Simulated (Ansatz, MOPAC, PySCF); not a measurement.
Bond stretch in CH3F, SMILES CF. The C1–F5 bond (C1 also carries H, H, H; F5 carries nothing else) is pulled apart rigidly from the PBE0/def2-TZVP optimised geometry.

- UMP2/3-21G = PySCF 2.14.0 with unrestricted MP2 (frozen core)/3-21G
- RHF/LANL2DZ = PySCF with restricted Hartree-Fock/LANL2DZ
- UKS-B3LYP = unrestricted B3LYP/cc-pVTZ (Ansatz, a first-principles code)
- UKS-B3LYP/6-31G* = unrestricted B3LYP/6-31G*, spherical d (PySCF 2.14.0)
- PM6, restricted, heats of formation (MOPAC)

Energies are in eV, each relative to the lowest point of its own curve near equilibrium.

```json
[
 {"R / Å": "1.03", "UMP2/3-21G": "6.555", "RHF/LANL2DZ": "6.212", "UKS-B3LYP": "4.947", "UKS-B3LYP/6-31G*": "5.169", "PM6": "4.907"},
 {"R / Å": "1.12", "UMP2/3-21G": "3.190", "RHF/LANL2DZ": "2.957", "UKS-B3LYP": "2.212", "UKS-B3LYP/6-31G*": "2.302", "PM6": "2.224"},
 {"R / Å": "1.19", "UMP2/3-21G": "1.642", "RHF/LANL2DZ": "1.480", "UKS-B3LYP": "1.021", "UKS-B3LYP/6-31G*": "1.059", "PM6": "1.000"},
 {"R / Å": "1.23", "UMP2/3-21G": "1.050", "RHF/LANL2DZ": "0.923", "UKS-B3LYP": "0.592", "UKS-B3LYP/6-31G*": "0.612", "PM6": "0.555"},
 {"R / Å": "1.28", "UMP2/3-21G": "0.535", "RHF/LANL2DZ": "0.446", "UKS-B3LYP": "0.245", "UKS-B3LYP/6-31G*": "0.252", "PM6": "0.202"},
 {"R / Å": "1.32", "UMP2/3-21G": "0.268", "RHF/LANL2DZ": "0.206", "UKS-B3LYP": "0.087", "UKS-B3LYP/6-31G*": "0.089", "PM6": "0.053"},
 {"R / Å": "1.38", "UMP2/3-21G": "0.051", "RHF/LANL2DZ": "0.024", "UKS-B3LYP": "0.000", "UKS-B3LYP/6-31G*": "0.000", "PM6": "0.000"},
 {"R / Å": "1.43", "UMP2/3-21G": "0.000", "RHF/LANL2DZ": "0.000", "UKS-B3LYP": "0.030", "UKS-B3LYP/6-31G*": "0.033", "PM6": "0.075"},
 {"R / Å": "1.46", "UMP2/3-21G": "0.013", "RHF/LANL2DZ": "0.028", "UKS-B3LYP": "0.083", "UKS-B3LYP/6-31G*": "0.088", "PM6": "0.160"},
 {"R / Å": "1.51", "UMP2/3-21G": "0.094", "RHF/LANL2DZ": "0.131", "UKS-B3LYP": "0.214", "UKS-B3LYP/6-31G*": "0.225", "PM6": "0.351"},
 {"R / Å": "1.60", "UMP2/3-21G": "0.370", "RHF/LANL2DZ": "0.445", "UKS-B3LYP": "0.546", "UKS-B3LYP/6-31G*": "0.569", "PM6": "0.803"},
 {"R / Å": "1.71", "UMP2/3-21G": "0.850", "RHF/LANL2DZ": "0.961", "UKS-B3LYP": "1.047", "UKS-B3LYP/6-31G*": "1.085", "PM6": "1.453"},
 {"R / Å": "1.86", "UMP2/3-21G": "2.259", "RHF/LANL2DZ": "1.761", "UKS-B3LYP": "1.785", "UKS-B3LYP/6-31G*": "1.844", "PM6": "2.383"},
 {"R / Å": "2.07", "UMP2/3-21G": "3.383", "RHF/LANL2DZ": "2.874", "UKS-B3LYP": "2.776", "UKS-B3LYP/6-31G*": "2.867", "PM6": "3.600"},
 {"R / Å": "2.27", "UMP2/3-21G": "3.844", "RHF/LANL2DZ": "3.829", "UKS-B3LYP": "3.555", "UKS-B3LYP/6-31G*": "3.652", "PM6": "4.558"},
 {"R / Å": "2.47", "UMP2/3-21G": "4.069", "RHF/LANL2DZ": "4.656", "UKS-B3LYP": "4.053", "UKS-B3LYP/6-31G*": "4.143", "PM6": "5.291"},
 {"R / Å": "2.76", "UMP2/3-21G": "4.223", "RHF/LANL2DZ": "5.642", "UKS-B3LYP": "4.489", "UKS-B3LYP/6-31G*": "4.575", "PM6": "6.036"},
 {"R / Å": "3.05", "UMP2/3-21G": "4.294", "RHF/LANL2DZ": "6.419", "UKS-B3LYP": "4.742", "UKS-B3LYP/6-31G*": "4.826", "PM6": "6.532"},
 {"R / Å": "3.38", "UMP2/3-21G": "4.332", "RHF/LANL2DZ": "7.111", "UKS-B3LYP": "4.911", "UKS-B3LYP/6-31G*": "4.989", "PM6": "6.913"},
 {"R / Å": "3.78", "UMP2/3-21G": "4.348", "RHF/LANL2DZ": "7.741", "UKS-B3LYP": "5.022", "UKS-B3LYP/6-31G*": "5.090", "PM6": "7.228"},
 {"R / Å": "4.10", "UMP2/3-21G": "4.352", "RHF/LANL2DZ": "8.121", "UKS-B3LYP": "5.070", "UKS-B3LYP/6-31G*": "5.127", "PM6": "7.414"},
 {"R / Å": "4.80", "UMP2/3-21G": "4.355", "RHF/LANL2DZ": "8.685", "UKS-B3LYP": "5.117", "UKS-B3LYP/6-31G*": "5.152", "PM6": "7.714"}
]
```

At the longest distance, 4.80 Å, RHF/LANL2DZ lies highest above its minimum (8.685 eV) and UMP2/3-21G lowest (4.355 eV).

The unrestricted determinant behind UMP2/3-21G is spin-contaminated at 1.86 to 4.80 Å (<S²> up to 1.0, against 0.00 for a pure singlet). The restricted form behind RHF/LANL2DZ, PM6 keeps the bonding electrons paired and can't separate into open-shell fragments. The unrestricted determinant behind UKS-B3LYP, UKS-B3LYP/6-31G* is spin-contaminated at 2.27 to 4.80 Å (<S²> up to 1.0, against 0.00 for a pure singlet).
